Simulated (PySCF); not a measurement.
From computed data to an observable: entropy of an ideal gas

Cl₃OSi, SMILES [O][Si](Cl)(Cl)Cl (connectivity only; charge and spin as stated), charge -1, multiplicity 1.

The structure is a stationary point at PBE-D3(BJ)/def2-SVPD. The multiplicity is an assumed one; other spin states were not compared. The isomer is the one that the SMILES or the coordinates give; other isomers of the formula were not compared.

PBE-D3(BJ)/def2-SVPD run with PySCF gives the harmonic wavenumbers 145, 145, 208, 258, 258, 398, 471, 471, 1115 cm⁻¹ and the rotational temperatures 0.0825, 0.0825, 0.0620 K. The molar mass is 150.43 g/mol, the symmetry number 3, the spin multiplicity 1.

Question: Work out the entropy at 298.15 K and 1 atm in the rigid-rotor, harmonic-oscillator model.

Answer: 
Translation (Sackur–Tetrode at 1 atm): S = R[1.5 ln M + 2.5 ln T − 1.16487] = 171.3 J/(mol K).
Rotation: q = (√π/σ) T^1.5/√(θA θB θC) = 148000, S = R[ln q + 3/2] = 111.5 J/(mol K).
Vibration: with u = 1.4388 ν/T, each mode gives R[u/(e^u − 1) − ln(1 − e^−u)]:
```csv
ν (cm⁻¹),modes,u,S (J/(mol K))
145,2,0.70,22.90
208,1,1.00,8.62
258,2,1.25,14.02
398,1,1.92,4.06
471,2,2.27,6.15
1115,1,5.38,0.25
```
These are all the modes. Sum 56.0 J/(mol K).
Spin: R ln 1 = 0.0 J/(mol K).
Total 338.7 J/(mol K); the program's own thermochemistry gives 338.8. Translation makes up 51 % and vibration 17 %. Anharmonicity, hindered rotation and orbital degeneracy are left out.
